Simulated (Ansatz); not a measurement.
Gas-phase electronic energies from Ansatz, PBE0-D4/def2-TZVP geometries. CCSD(T)/CBS is the MP2 limit (def2-TZVPP, def2-QZVPP) plus CCSD(T) − MP2 in def2-TZVPP, frozen cores. DFT in def2-TZVPP. def2 core potentials past Kr. For Sn outer-core shells are correlated without core-valence functions, which leaves a few kJ/mol of doubt a bond. One conformer a species, not always the lowest.

Consider the cleavage of the Si–Sn bond: `[SiH3][NH][SnH2][SiH3]` + `N=[CH][SnH3]` → `[SiH3]/N=[CH]\[SnH3]` + `[SiH3][NH][SnH3]`.

`[SiH3][NH][SnH2][SiH3]`:

Z-matrix (Å, degrees):
```
Si
N 1 1.710
H 1 1.493 2 114.2
H 1 1.491 2 112.5 3 121.8
H 1 1.490 2 106.8 3 -119.0
Sn 2 2.033 1 127.6 3 107.1
H 2 1.010 1 117.6 3 -65.2
Si 6 2.561 2 107.7 1 17.1
H 6 1.713 2 106.1 1 139.0
H 6 1.715 2 108.4 1 -105.3
H 8 1.485 6 110.7 2 -68.6
H 8 1.488 6 108.1 2 172.2
H 8 1.485 6 110.2 2 53.1
```

`N=[CH][SnH3]`:

Cartesian coordinates in Å:
```
N 0.323 1.612 0.800
C 0.384 0.349 0.798
Sn -0.415 -0.720 -0.897
H 0.730 2.010 1.651
H 0.827 -0.224 1.627
H -1.008 0.408 -2.021
H -1.663 -1.760 -0.367
H 0.821 -1.676 -1.591
```

`[SiH3]/N=[CH]\[SnH3]`:

Cartesian coordinates in Å:
```
Si -1.678 0.781 0.579
N -1.278 -0.179 -0.813
C -0.155 -0.652 -1.121
Sn 1.767 -0.483 -0.060
H -0.487 1.019 1.452
H -2.210 2.081 0.105
H -2.719 0.060 1.351
H -0.087 -1.242 -2.050
H 2.267 1.143 0.068
H 1.683 -1.180 1.495
H 2.896 -1.349 -1.008
```

`[SiH3][NH][SnH3]`:

```xyz
10

Si    1.048    0.910    0.889
N    -0.473    0.508    0.212
Sn   -0.889   -1.073   -0.984
H     1.411    2.339    0.666
H     2.054    0.044    0.214
H     1.141    0.668    2.359
H    -1.284    1.019    0.526
H    -2.492   -0.838   -1.517
H    -0.745   -2.526   -0.096
H     0.231   -1.052   -2.269
```

```json
{"level": "PBE-D4", "ΔE (kcal/mol)": "0.8", "difference from CCSD(T)/CBS": "1.1"}
{"level": "r2SCAN-D4", "ΔE (kcal/mol)": "-1.4", "difference from CCSD(T)/CBS": "-1.1"}
{"level": "PBE0-D4", "ΔE (kcal/mol)": "0.8", "difference from CCSD(T)/CBS": "1.1"}
{"level": "PBE", "ΔE (kcal/mol)": "0.8", "difference from CCSD(T)/CBS": "1.1"}
{"level": "PBE0", "ΔE (kcal/mol)": "0.7", "difference from CCSD(T)/CBS": "1.0"}
{"level": "HF/def2-TZVPP", "ΔE (kcal/mol)": "-3.7", "difference from CCSD(T)/CBS": "-3.4"}
{"level": "MP2/def2-TZVPP", "ΔE (kcal/mol)": "-2.0", "difference from CCSD(T)/CBS": "-1.7"}
{"level": "SCS-MP2/def2-TZVPP", "ΔE (kcal/mol)": "-2.5", "difference from CCSD(T)/CBS": "-2.2"}
{"level": "CCSD/def2-TZVPP", "ΔE (kcal/mol)": "-1.1", "difference from CCSD(T)/CBS": "-0.8"}
{"level": "SCS-MP2/def2-QZVPP", "ΔE (kcal/mol)": "-2.1", "difference from CCSD(T)/CBS": "-1.8"}
{"level": "CCSD(T)/CBS", "ΔE (kcal/mol)": "-0.3", "difference from CCSD(T)/CBS": "0"}
```

Largest T1 diagnostic among the species: 0.015.

In def2-TZVPP, CCSD(T) changes the Hartree–Fock value by +2.5 kcal/mol (the triples alone add −0.1 kcal/mol) and MP2 by +1.7 kcal/mol.
